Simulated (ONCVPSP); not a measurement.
# What one change does to a pseudopotential (S (Z = 16), ONCV)

```
Element                 : S (Z = 16)
Generator               : ONCVPSP 4.0.1
Type                    : optimised norm-conserving Vanderbilt (ONCV)
Functional              : LDA (Perdew-Wang 92)
Relativity              : scalar-relativistic
Frozen core             : [Ne]
Valence charge          : 6
Reference configuration : 3s2 3p3 (charge +1)
Partial waves           : 3s: rc 1.25 bohr, ncon 4, nbas 7, qcut 5.8 1/bohr, 2 projectors, debl 1.8 Ha; 3p: rc 1.50 bohr, ncon 3, nbas 6, qcut 6.4 1/bohr, 2 projectors, debl 1.8 Ha
Local potential         : polynomial inside 0.85 bohr (lpopt 5, dvloc0 -1 Ha)
Core correction         : Teter function, fcfact 3.75, rcfact 1.4
```

Change: functional PBE.

Cutoffs: the cutoffs (Ha) at which the residual kinetic energy of the hardest occupied pseudo-wave falls to 1 and 0.1 mHa per electron; they do not see the model core or the augmentation charge, which bear on the density cutoff. Errors are all-electron minus pseudo energies relative to the spin-unpolarised reference configuration.

Problem. How do hardness, ghosts and transferability respond?

Solution. The potential gets neither clearly harder nor softer (13 Ha and 58 Ha → 13 Ha and 61 Ha); both files keep a bound ghost (s); of the 4 tests that both files solve, the error grows in 1 and shrinks in 2 by more than 15 % and 0.3 meV (median size 3.2 → 2.8 meV).

```csv
quantity,base,changed
"cutoff, loose",13 Ha,13 Ha
"cutoff, tight",58 Ha,61 Ha
loose cutoff by channel,"s 13 Ha, p 9.9 Ha","s 13 Ha, p 11 Ha"
bound ghosts,s,s
GHOST(+) flags under 300 eV,none,none
"error for 3s2 3p4, meV [ΔE -11.86 → -11.77 eV]",+2.3,+2.3
"error for 3s2 3p2, meV [ΔE 22.37 → 22.28 eV]",+4.0,+3.2
"error for 3s2 3p1, meV [ΔE 56.52 → 56.33 eV]",+31,+24
"error for 3s1 3p4, meV [ΔE 10.80 → 10.88 eV]",+0.1,-1.9
s: phases at 1.27 bohr within 0.05 rad from the reference energy up to (Ha; the scan ends near 5),to the end of the scan,to the end of the scan
p: phases at 1.52 bohr within 0.05 rad from the reference energy up to (Ha; the scan ends near 5),4.5,4.6
"rms error of d²Exc/dni dnj with the model core, mHa",0.84,0.57
```

 A true bound ghost makes a file unfit for plane-wave use even where its test errors are small: the radial tests pick states by their node count and pass the ghost by.
